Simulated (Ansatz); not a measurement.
Job for Ansatz (a first-principles code): R-B2PLYP/def2-TZVPP on PH3 (SMILES P).

Ansatz 0.2 input:
```yaml
crystal:
  periodic: [false, false, false]
  atoms:
    - {symbol: P, position_ang: [0.00000000, 0.00000000, 0.00000000]}
    - {symbol: H, position_ang: [1.38000000, 0.00000000, 0.00000000]}
    - {symbol: H, position_ang: [-0.69000000, 1.19510000, 0.00000000]}
    - {symbol: H, position_ang: [-0.69000000, -1.19510000, 0.00000000]}
basis:
  gaussian:
    orbitals: def2-TZVPP
hamiltonian:
  xc: {name: B2PLYP}
magnetization: {spin_polarized: false}
correlation: {electrons: outside_noble_gas}
scf: {lower_state_search: off}
```

The log:

```
WARN ansatz: RAYON_NUM_THREADS=1 ignored (pool sized by the plan → 1); use --threads N
Functional definition: B2PLYP
these checks for a lower state are left out or cut short: stability, starts, cluster_reference, orbital_swaps, neighbouring_geometries, increment
integrals: 0.03 GiB planned
466 factors; integrals over basis functions are off by at most 1.2e-3 eV
mean field: 0.17 GiB planned
mean field evaluation 1: about -9330.6996 eV, gradient 1.0e1 eV
mean field evaluation 2: about -9330.6985 eV, gradient 9.9e0 eV
mean field evaluation 4: about -9331.0655 eV, gradient 5.9e-1 eV
mean field evaluation 8: about -9331.0662 eV, gradient 1.8e-3 eV
mean field -9331.06619229 eV, -342.9103577428 hartree, gradient 3.9e-6 eV, S^2 0.000000; 0 other end points of the search recorded, 0 dependent functions left out
5 core orbitals not correlated
reference -9331.06631643 eV, -342.9103623048 hartree; 4, 4 occupied and 75, 75 virtual orbitals, 466 factors
second order -5.81700617 eV of doubles, -0.00000000 eV of singles
Total energy: -9332.63690809 eV, -342.9680804839 hartree
Checks for a lower state left out: stability, starts, cluster_reference, orbital_swaps, neighbouring_geometries, increment
```

Self-consistency was reached.

Cost: roughly 0.5 core-seconds.
